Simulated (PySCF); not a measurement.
## How methods differ on the excitation energy of Ar²⁺

Ar²⁺ [Ne] 3s2 3p4 (3P) → Ar²⁺ [Ne] 3s2 3p3 4s1 (5S), as a difference of total energies. Calculation: PySCF 2.14, in aug-cc-pV(T+d)Z with one added diffuse shell each of s, p, d, f type (7s6p5d3f, 71 functions); no relativity, point nucleus. Correlated levels: valence: [Ne] frozen. The calculations carry no spin-orbit coupling.

```csv
method,excitation energy (eV)
UHF,20.974
MP2 (valence),21.294
SCS-MP2 (valence),21.540
CCSD (valence),21.418
CCSD(T) (valence),21.407
```

Question: How much does correlation contribute at CCSD(T) (valence)?

Answer: 21.407 − (20.974) = 0.433 eV, measured against UHF.

A first-order spin-orbit estimate (lowest level to lowest level, LS coupling) adds 0.062 eV.

The promoted electron is Rydberg-like, and one or two diffuse shells describe it only roughly, which tends to raise the upper state.
